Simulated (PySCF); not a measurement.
# Spin-rotation constants: `CC[P@@]1(=S)CC[C@H](C)[C@H]1C`, C₈H₁₇PS

Molfile (atoms numbered from 1):
```
C8H17PS
     RDKit          3D

 27 27  0  0  0  0  0  0  0  0999 V2000
    3.3799   -0.1292   -0.0094 C   0  0  0  0  0  0  0  0  0  0  0  0
    2.0415    0.0665    0.6876 C   0  0  0  0  0  0  0  0  0  0  0  0
    0.8265    0.7960   -0.5037 P   0  0  1  0  0  5  0  0  0  0  0  0
    1.3862    2.4779   -1.2876 S   0  0  0  0  0  0  0  0  0  0  0  0
    0.4066   -0.5870   -1.6715 C   0  0  0  0  0  0  0  0  0  0  0  0
   -1.0926   -0.8163   -1.4892 C   0  0  0  0  0  0  0  0  0  0  0  0
   -1.4315   -0.5815   -0.0137 C   0  0  2  0  0  0  0  0  0  0  0  0
   -2.9311   -0.6553    0.2437 C   0  0  0  0  0  0  0  0  0  0  0  0
   -0.8389    0.7867    0.3339 C   0  0  1  0  0  0  0  0  0  0  0  0
   -0.7758    1.1280    1.8142 C   0  0  0  0  0  0  0  0  0  0  0  0
    3.7153    0.8168   -0.4316 H   0  0  0  0  0  0  0  0  0  0  0  0
    4.1312   -0.4843    0.6929 H   0  0  0  0  0  0  0  0  0  0  0  0
    3.2955   -0.8505   -0.8209 H   0  0  0  0  0  0  0  0  0  0  0  0
    1.6534   -0.8761    1.0795 H   0  0  0  0  0  0  0  0  0  0  0  0
    2.1464    0.7780    1.5111 H   0  0  0  0  0  0  0  0  0  0  0  0
    0.9778   -1.4791   -1.4053 H   0  0  0  0  0  0  0  0  0  0  0  0
    0.6651   -0.3003   -2.6921 H   0  0  0  0  0  0  0  0  0  0  0  0
   -1.3781   -1.8207   -1.8058 H   0  0  0  0  0  0  0  0  0  0  0  0
   -1.6504   -0.0979   -2.0945 H   0  0  0  0  0  0  0  0  0  0  0  0
   -0.9298   -1.3472    0.5897 H   0  0  0  0  0  0  0  0  0  0  0  0
   -3.4524    0.1169   -0.3179 H   0  0  0  0  0  0  0  0  0  0  0  0
   -3.3184   -1.6245   -0.0631 H   0  0  0  0  0  0  0  0  0  0  0  0
   -3.1489   -0.5207    1.3000 H   0  0  0  0  0  0  0  0  0  0  0  0
   -1.4122    1.5674   -0.1857 H   0  0  0  0  0  0  0  0  0  0  0  0
   -0.3062    0.3278    2.3832 H   0  0  0  0  0  0  0  0  0  0  0  0
   -0.2029    2.0441    1.9572 H   0  0  0  0  0  0  0  0  0  0  0  0
   -1.7760    1.2907    2.2111 H   0  0  0  0  0  0  0  0  0  0  0  0
  1  2  1  0
  3  2  1  1
  3  4  2  0
  3  5  1  0
  5  6  1  0
  6  7  1  0
  7  8  1  0
  7  9  1  0
  9 10  1  0
  9  3  1  0
  1 11  1  0
  1 12  1  0
  1 13  1  0
  2 14  1  0
  2 15  1  0
  5 16  1  0
  5 17  1  0
  6 18  1  0
  6 19  1  0
  7 20  1  1
  8 21  1  0
  8 22  1  0
  8 23  1  0
  9 24  1  6
 10 25  1  0
 10 26  1  0
 10 27  1  0
M  END
```

Level of theory: GIAO PBE0/pcSseg-1 magnetisability, rotational g tensor and spin-rotation constants, non-relativistic, gas phase in PySCF. Geometry: GFN2-xTB.

Q: Give the nuclear spin-rotation constants along the inertial axes (H = +C I·J) beside the isotropic shieldings.

A: Rotational constants 1.3787, 0.6797, 0.6728 GHz. A star marks the isotopologue with that one atom substituted, in its own axes.
```
atom  isotope  Caa (kHz)  Cbb (kHz)  Ccc (kHz)  mean (kHz)  σ (ppm)
  P3      31P      2.262      1.180      1.225       1.556    257.9
 H11       1H     -0.048     -0.042     -0.058      -0.049     29.7
 H12       1H     -0.116     -0.061     -0.017      -0.065     30.5
 H13       1H     -0.145     -0.029     -0.041      -0.072     31.0
 H14       1H     -0.071     -0.045     -0.058      -0.058     30.3
 H15       1H     -0.155     -0.034     -0.027      -0.072     30.3
 H16       1H     -0.158      0.005     -0.059      -0.070     29.9
 H17       1H     -0.129     -0.077      0.008      -0.066     30.0
 H18       1H     -0.098     -0.011     -0.069      -0.059     29.8
 H19       1H     -0.157     -0.035     -0.020      -0.071     30.2
 H20       1H     -0.155     -0.034     -0.028      -0.072     30.6
 H21       1H     -0.150     -0.033     -0.037      -0.073     31.1
 H22       1H     -0.083     -0.023     -0.071      -0.059     30.5
 H23       1H     -0.136     -0.064     -0.004      -0.068     30.3
 H24       1H     -0.148     -0.019     -0.045      -0.070     30.4
 H25       1H     -0.164     -0.034     -0.032      -0.076     31.3
 H26       1H     -0.047     -0.036     -0.071      -0.051     30.1
 H27       1H     -0.017     -0.052     -0.073      -0.047     30.3
  C1     13C*      0.179      0.084      0.082       0.115    179.7
  C2     13C*      0.250      0.100      0.099       0.150    157.4
  S4     33S*      0.226      0.088      0.082       0.132    753.8
  C5     13C*      0.235      0.115      0.116       0.155    149.8
  C6     13C*      0.237      0.116      0.113       0.155    149.9
  C7     13C*      0.264      0.120      0.118       0.168    142.6
  C8     13C*      0.179      0.100      0.105       0.128    166.5
  C9     13C*      0.235      0.136      0.152       0.174    131.4
 C10     13C*      0.202      0.090      0.080       0.124    174.6
```
For the geometry as given, no vibrational averaging.
